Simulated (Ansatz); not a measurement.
Zn₆Te₆⁺, that is (ZnTe)6 ring with one electron fewer, relaxed as a doublet with UKS PBE-D4/def2-SVP in Ansatz, starting from the PBE-D4/def2-SVP geometry of the neutral singlet. Force threshold 0.03 eV/Å.

In the def2 sets Te takes a core potential; there is no spin–orbit coupling.

Start:

```xyz
12

Zn   -1.3646   -2.6615    0.0871
Te   -1.8860   -2.3184   -2.3188
Zn    0.5679   -1.9494   -2.1811
Te    3.0069   -1.4940   -2.0022
Zn    1.9133    0.7186   -2.3066
Te    0.7430    2.9041   -2.5028
Zn    1.3408    2.6491   -0.1016
Te    1.9287    2.2973    2.2875
Zn   -0.5304    1.9487    2.1926
Te   -2.9776    1.5319    2.0346
Zn   -1.9373   -0.7100    2.3141
Te   -0.8046   -2.9165    2.4974
```

```csv
step,energy (eV),largest force component (eV/Å),SCF passes
1,-334197.8349,0.153,47
2,-334197.8778,0.112,26
3,-334197.9156,0.104,24
4,-334197.9563,0.107,22
5,-334197.9959,0.043,22
6,-334198.0402,0.058,23
7,-334198.0875,0.048,22
8,-334198.1440,0.081,24
9,-334198.2006,0.077,25
10,-334198.2723,0.134,29
11,-334198.3712,0.244,30
12,-334198.4760,0.386,32
13,-334198.6258,0.221,32
14,-334198.7281,0.383,30
15,-334198.7628,0.190,31
16,-334198.8166,0.103,25
17,-334198.8192,0.010,27
```

Force components are those of the run's own axes.

End:

| atom | x (Å) | y (Å) | z (Å) |
| --- | --- | --- | --- |
| Zn1 | -0.330 | -1.532 | 1.116 |
| Te2 | -1.328 | -0.672 | -1.317 |
| Zn3 | 1.407 | -0.887 | -0.966 |
| Te4 | 3.276 | -1.417 | -2.582 |
| Zn5 | 2.511 | 0.932 | -3.019 |
| Te6 | 1.259 | 3.099 | -2.866 |
| Zn7 | 0.335 | 1.534 | -1.111 |
| Te8 | 1.332 | 0.671 | 1.320 |
| Zn9 | -1.404 | 0.887 | 0.968 |
| Te10 | -3.277 | 1.417 | 2.579 |
| Zn11 | -2.516 | -0.933 | 3.014 |
| Te12 | -1.264 | -3.101 | 2.863 |

Bonds formed: Zn1–Te8, Te2–Zn7, Te2–Zn9, Zn3–Te8 (atoms count from 1). Metal–metal contacts that move far: Zn1–Zn9 5.14 to 2.65 Å, Zn3–Zn7 5.11 to 2.65 Å.

No frequencies were taken in this run, so the end may be a saddle point.

Run time 92 s (2 threads of AMD EPYC 7R13 on a shared host and a share (18 GiB) of an NVIDIA H100 80GB HBM3), peak host memory 1 GiB.
